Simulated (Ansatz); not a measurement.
Mulliken charges of CH5FO2Si (`C[Si](O)(O)F`) from ωB97M-V/def2-TZVPP in Ansatz (PBE0-D4/def2-TZVP geometry).

```csv
atom,x (Å),y (Å),z (Å),charge (e)
C1,-1.007,0.447,-0.841,-0.461
Si2,0.347,0.022,0.328,0.820
O3,-0.317,-0.419,1.744,-0.382
O4,1.331,-1.187,-0.168,-0.387
F5,1.274,1.314,0.518,-0.321
H6,-1.644,1.229,-0.421,0.127
H7,-1.627,-0.429,-1.041,0.126
H8,-0.605,0.808,-1.790,0.112
H9,0.239,-0.877,2.376,0.184
H10,2.092,-0.957,-0.702,0.182
```

Q: By hand: the dipole of these point charges (1 e Å = 4.8032 D).

A: Σ q r = (-0.111, -0.133, -0.187) e Å, of length 0.255 e Å = 1.22 D.

Q: How does the dipole of the full density compare? (Estimate.)

A: The calculation gave: (0.134, -0.120, -0.167) e Å, 1.18 D; the point charges give 1.03 times that, at 59° from its direction.

Point charges leave out the atoms' own dipoles, such as those of lone pairs, and Mulliken's split depends on the basis, so the two needn't agree.
